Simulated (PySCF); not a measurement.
**Electron correlation in Al+ (aluminium, charge +1)**

[Ne] 3p2, high-spin 3P determinant (an excited configuration). All numbers are calculated (PySCF 2.14, the spin-free X2C one-electron Hamiltonian (Gaussian nucleus), in aug-cc-pVQZ-DK (7s6p4d3f2g, 84 functions)). Frozen: [Ne]; 2 electrons correlated.

With two correlated electrons CCSD is exact within the correlated space (frozen core and kept virtual orbitals).

```
level  correlation energy (mhartree)
 CCSD                          -9.63
```

Diagnostics: T1 = 0.0021, D1 = 0.0029, largest double amplitude 0.045.

Cost of the coupled-cluster step: about 11 core-seconds, for 2 correlated electrons.

Iterations:

```
CC2 = 0
CCSD nocc = (np.int64(2), np.int64(0)), nmo = (79, 79)
frozen orbitals [[0, 1, 2, 3, 4], [0, 1, 2, 3, 4]]
max_cycle = 100
direct = 0
conv_tol = 1e-08
conv_tol_normt = 1e-06
diis_space = 8
diis_start_cycle = 0
Init t2, MP2 energy = -0.00621981847604304
Init E_corr(UCCSD) = -0.00621981847658433
cycle = 1  E_corr(UCCSD) = -0.00826592961276036  dE = -0.00204611114  norm(t1,t2) = 0.0269778
cycle = 2  E_corr(UCCSD) = -0.00905149003405358  dE = -0.000785560421  norm(t1,t2) = 0.0115226
cycle = 3  E_corr(UCCSD) = -0.00950423193235299  dE = -0.000452741898  norm(t1,t2) = 0.00616422
cycle = 4  E_corr(UCCSD) = -0.00963140511873424  dE = -0.000127173186  norm(t1,t2) = 0.573735
cycle = 5  E_corr(UCCSD) = -0.0096278262176135  dE = 3.57890112e-06  norm(t1,t2) = 0.000311387
cycle = 6  E_corr(UCCSD) = -0.00962820444891318  dE = -3.782313e-07  norm(t1,t2) = 3.83668e-05
cycle = 7  E_corr(UCCSD) = -0.00962819502260213  dE = 9.42631105e-09  norm(t1,t2) = 5.74499e-05
cycle = 8  E_corr(UCCSD) = -0.0096278910080207  dE = 3.04014581e-07  norm(t1,t2) = 0.000354364
cycle = 9  E_corr(UCCSD) = -0.00962803393425059  dE = -1.4292623e-07  norm(t1,t2) = 1.78674e-06
cycle = 10  E_corr(UCCSD) = -0.00962799596627985  dE = 3.79679707e-08  norm(t1,t2) = 4.96668e-07
cycle = 11  E_corr(UCCSD) = -0.00962799603690672  dE = -7.06268707e-11  norm(t1,t2) = 1.75927e-08
UCCSD converged
E(UCCSD) = -241.7268450589252  E_corr = -0.009627996036906719
```
